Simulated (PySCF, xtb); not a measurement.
SnHI, SMILES [SnH][I] (connectivity only; charge and spin as stated), neutral, multiplicity 1.

GFN2-xTB (xtb 6.7.1) at its own geometry gives an orbital gap of 3.38 eV and a dipole moment of 8.29 D.

Geometry optimised at B3LYP-D3(BJ)/def2-TZVP. The def2 effective core potentials stand for the cores of I, Sn; spin–orbit coupling is left out.

What does PySCF with PBE0/def2-TZVPD give? (Estimate from the structure and the level; the computed values follow.)

gap 3.59 eV (levels -6.80 and -3.21 eV), dipole 2.55 D.
